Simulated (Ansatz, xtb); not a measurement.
Spectroscopic constants of BS+, multiplicity 3 (lowest of 2S+1 = 1, 3, 5 at CCSD(T)/def2-TZVPP on PBE0 minima; our sources give no spin for the ground state, which may be another).

The constants come from a fifth-degree fit in 1/R (seven points, main isotopes). In def2 and cc sets the state is the lowest found near the PBE0 minimum, followed along R.

Codes used: Ansatz (Gaussian basis) for Hartree–Fock, density functionals and correlated methods; xtb for the GFN methods. Each number belongs to the level named beside it. The GFN methods have no spin term and hold the electronic entropy of 300 K.

```csv
level,r_e (Å),ω_e (cm⁻¹),α_e (cm⁻¹),B_e (cm⁻¹)
GFN1-xTB,1.696,1042,0.0074,0.716
GFN2-xTB,1.642,1130,0.0085,0.764
SVWN5/def2-TZVPP,1.704,976,0.0062,0.709
PBE/def2-TZVPP,1.718,951,0.0063,0.698
r2SCAN/def2-TZVPP,1.707,984,0.0061,0.706
B97M-V/def2-TZVPP,1.706,983,0.0062,0.707
B3LYP/def2-TZVPP,1.708,964,0.0065,0.705
PBE0/def2-TZVPP,1.703,988,0.0062,0.710
BHLYP/def2-TZVPP,1.696,996,0.0065,0.716
CAM-B3LYP/def2-TZVPP,1.697,994,0.0064,0.715
wB97X-V/def2-TZVPP,1.703,991,0.0063,0.710
wB97M-V/def2-TZVPP,1.700,988,0.0064,0.712
B2PLYP/def2-TZVPP,1.707,975,0.0063,0.706
CCSD/aug-cc-pV(T+d)Z,1.710,966,0.0068,0.704
CCSD/def2-TZVPP,1.709,972,0.0068,0.705
CCSD/aug-cc-pV(Q+d)Z,1.704,976,0.0067,0.709
CCSD/def2-QZVPP,1.705,976,0.0067,0.708
CCSD(T)/aug-cc-pV(T+d)Z,1.718,950,0.0067,0.698
CCSD(T)/def2-TZVPP,1.716,957,0.0067,0.699
CCSD(T)/aug-cc-pV(Q+d)Z,1.712,960,0.0066,0.703
CCSD(T)/def2-QZVPP,1.712,960,0.0066,0.703
"CCSD(T)/CBS(aug-cc-pV(T+d)Z, aug-cc-pV(Q+d)Z)",1.708,966,0.0066,0.705
"CCSD(T)/CBS(def2-TZVPP, def2-QZVPP)",1.709,964,0.0066,0.705
```

Cores are frozen in the correlated methods. CBS: X⁻³ extrapolation of the correlation energy, Hartree–Fock from the larger set.

Ansatz is a quantum-chemistry and plane-wave program.
